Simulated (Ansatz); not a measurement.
Isolated molecules relaxed with PBE0-D4/def2-TZVP in Ansatz; ΔE leaves out vibrations. CCSD(T)/CBS is the MP2 limit (def2-TZVPP, def2-QZVPP) plus CCSD(T) − MP2 in def2-TZVPP, frozen cores. This one scheme is used for every species. def2 core potentials past Kr. For Sn outer-core shells are correlated without core-valence functions, which leaves a few kJ/mol of doubt a bond. Each species was taken in one conformer, which may not be the lowest.

`O[SiH2][O][SnH3]` + `NBO` → `OBN[SiH2]O` + `[OH][SnH3]`  (ligand exchange at the Si–O bond)

```tsv
species	HF/def2-QZVPP energy (Eh)
`O[SiH2][O][SnH3]`	-655.70535
`NBO`	-156.50142
`OBN[SiH2]O`	-521.59922
`[OH][SnH3]`	-290.57293
```

Question: Work out ΔE.

Answer: ΔE = (-521.59922) + (-290.57293) − (-655.70535) − (-156.50142) = 0.03462 Eh = +21.7 kcal/mol. CCSD(T)/CBS gives +18.9 kcal/mol.

Largest T1 diagnostic among the species: 0.014.

In def2-TZVPP, CCSD(T) changes the Hartree–Fock value by −2.6 kcal/mol (the triples alone add −0.4 kcal/mol) and MP2 by −2.4 kcal/mol. Leaving LDA and LC-ωPBE aside and taking each functional with its dispersion term where it has one, the values, not all of them listed here, spread over 4.1 kcal/mol, from revPBE-D4 to BHLYP-D4.
